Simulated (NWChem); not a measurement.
Si2H5F; SMILES F[SiH2][SiH3]

```xyz
8

Si    -0.1967    -1.5014    -0.0028
Si     0.5068     0.7426    -0.0059
F     -0.8162     1.7225     0.0136
H      1.0227    -2.3864    -0.0222
H     -1.0330    -1.7954    -1.2181
H     -0.9992    -1.8027     1.2334
H      1.3388     1.0509     1.2094
H      1.3074     1.0573    -1.2406
```
Atoms are numbered in this order, from 1.

Level: PBE-D3(BJ)/def2-SVP (NWChem), optimised geometry, unscaled harmonic frequencies. 

| frequency (cm⁻¹) | IR intensity (km/mol) |
|---|---|
| 106 | 0.6 |
| 146 | 5.8 |
| 340 | 19.1 |
| 404 | 5.0 |
| 498 | 18.3 |
| 593 | 2.1 |
| 717 | 18.3 |
| 807 | 369.7 |
| 824 | 17.1 |
| 886 | 34.6 |
| 896 | 33.7 |
| 899 | 32.0 |
| 924 | 122.9 |
| 2149 | 73.5 |
| 2159 | 42.6 |
| 2165 | 37.1 |
| 2169 | 85.0 |
| 2178 | 150.9 |

```yaml
zero_point_energy: 27.0 kcal/mol
thermal correction to the enthalpy at 298.15 K (with zero-point energy): 31.1 kcal/mol
heat capacity Cv: 19.2 cal/(mol K)
entropy at 298.15 K and 1 atm (symmetry number 1): 74.8 cal/(mol K)
dipole_moment: 1.24 D
```

Rigid rotor and harmonic oscillator.
